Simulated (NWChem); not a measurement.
Molecule: C$_{2}$H$_{2}$BFO; SMILES FB(O)C#C

```xyz
7

B     -0.0108     0.4896     0.0000
C     -0.0623    -1.0496     0.0000
C     -0.0658    -2.2775     0.0000
H     -0.0824    -3.3598     0.0000
F     -1.1427     1.2008     0.0000
O      1.1576     1.1846     0.0000
H      1.9288     0.5900     0.0000
```
Atoms are numbered in this order, from 1.

All runs: NWChem. Geometry: optimised at PBE-D3(BJ)/def2-SVP. Vertical excitations in the gas phase; the lowest state need not have the same character in each row.

```json
[
 {"level": "PBE/def2-SVP, full TDDFT", "lowest excitation, singlet (eV)": "5.35", "oscillator strength of that lowest state": "0.000", "lowest state with f > 0.02, singlet (eV)": "6.07", "oscillator strength of that bright state": "0.043", "orbital gap (eV)": "5.28"},
 {"level": "B3LYP/def2-SVP, full TDDFT", "lowest excitation, singlet (eV)": "5.40", "oscillator strength of that lowest state": "0.000", "lowest state with f > 0.02, singlet (eV)": "6.07", "oscillator strength of that bright state": "0.031", "orbital gap (eV)": "7.05"},
 {"level": "CAM-B3LYP/def2-SVP, full TDDFT", "lowest excitation, singlet (eV)": "5.44", "oscillator strength of that lowest state": "0.000", "lowest state with f > 0.02, singlet (eV)": "6.11", "oscillator strength of that bright state": "0.025", "orbital gap (eV)": "10.10"},
 {"level": "PBE0/def2-SVP, full TDDFT", "lowest excitation, singlet (eV)": "5.46", "oscillator strength of that lowest state": "0.000", "lowest state with f > 0.02, singlet (eV)": "6.18", "oscillator strength of that bright state": "0.032", "orbital gap (eV)": "7.54"}
]
```
